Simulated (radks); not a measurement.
Task: Isoelectronic series with 25 electrons, each ion in its NIST ground configuration. Calculated with a radial shooting solver on a logarithmic mesh with Libxc functionals: scalar-relativistic Kohn-Sham, r2SCAN, spin-unpolarised, spherical densities, finite nucleus; meta-GGA in the generalised Kohn-Sham scheme; Fermi nuclear charge, rms radius of each element as measured or else 0.836 A^(1/3) + 0.57 fm. Total energies (hartree) and orbital eigenvalues (hartree) (* marks an orbital that is empty in some or all of the ions):

ion,configuration,E (hartree),4s*,3d
Mn,[Ar] 3d5 4s2,-1158.46585,-0.19521,-0.24906
Co2+,[Ar] 3d7,-1392.40339,-0.73825,-0.99329
Cu4+,[Ar] 3d7,-1650.38073,-1.71430,-2.61491
Ga6+,[Ar] 3d7,-1932.25394,-2.98764,-4.76741
As8+,[Ar] 3d7,-2238.08942,-4.54067,-7.40886
Br10+,[Ar] 3d7,-2568.01380,-6.36649,-10.52227
Rb12+,[Ar] 3d7,-2922.18759,-8.46226,-14.09908
Nb16+,[Ar] 3d7,-3704.04532,-13.46114,-22.62547

Estimate the row of Tc18+ ([Ar] 3d7).

Result: E (hartree) -4132.16252; 4s* -16.36546; 3d -27.57031.
